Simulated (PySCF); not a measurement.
Compound: BH5O3Si.
Bonds: O1–B2, B2–O3, B2–O4, O4–Si5. Hydrogens: H6 on O1; H7 on O3; H8, H9, H10 on Si5.

Jobs on this species (10 atoms, 48 electrons) with PySCF (density fitting). Hardware of each: Arm Neoverse V1, one thread, shared host. Times come from a shared host and carry two figures at best. Peak memory is the resident size of the whole Python process, interpreter and libraries included.

```csv
level and settings,work,basis functions,SCF cycles,wall time,peak memory
"delta-SCF UKS B3LYP, pcX-2 on the ionised atom, pcseg-1 elsewhere, spin-free X2C","ΔSCF core ionisation, 5 holes",141,?,?,?
"delta-SCF UKS SCAN, pcX-2 on the ionised atom, pcseg-1 elsewhere, spin-free X2C","ΔSCF core ionisation, 5 holes",141,?,?,?
"delta-SCF UKS PBE0, pcX-2 on the ionised atom, pcseg-1 elsewhere, spin-free X2C","ΔSCF core ionisation, 5 holes",141,70,26 s,0.49 GiB
"delta-SCF UKS SCAN, def2-TZVP on the ionised atom, pcseg-1 elsewhere, spin-free X2C","ΔSCF core ionisation, 5 holes",118,75,21 s,0.49 GiB
"delta-SCF UKS SCAN, pcX-1 on the ionised atom, pcseg-1 elsewhere, spin-free X2C","ΔSCF core ionisation, 5 holes",121,76,19 s,0.49 GiB
"PBE0-D3(BJ)/def2-SVP, grid level 1",geometry optimisation from a GFN2-xTB start shaken at random,99,79,45 s,0.40 GiB
"delta-SCF UKS SCAN, pcX-2 on the ionised atom, pcseg-1 elsewhere, non-relativistic","ΔSCF core ionisation, 5 holes",141,77,23 s,0.49 GiB
"delta-SCF UKS HF, pcX-2 on the ionised atom, pcseg-1 elsewhere, spin-free X2C","ΔSCF core ionisation, 5 holes",141,65,15 s,0.49 GiB
"delta-SCF UKS PBE, pcX-2 on the ionised atom, pcseg-1 elsewhere, spin-free X2C","ΔSCF core ionisation, 5 holes",141,79,15 s,0.49 GiB
```

**Question.** Fill in the missing figures.

**Answer.** 
- delta-SCF UKS B3LYP, pcX-2 on the ionised atom, pcseg-1 elsewhere, spin-free X2C; ΔSCF core ionisation, 5 holes: 30 s, 0.54 GiB, 71 SCF cycles
- delta-SCF UKS SCAN, pcX-2 on the ionised atom, pcseg-1 elsewhere, spin-free X2C; ΔSCF core ionisation, 5 holes: 26 s, 0.43 GiB, 78 SCF cycles

**Question.** What do all jobs in the table cost together?

**Answer.** About 3.7 min; the longest takes about 20 % of that, and about 3 times as long as the shortest.
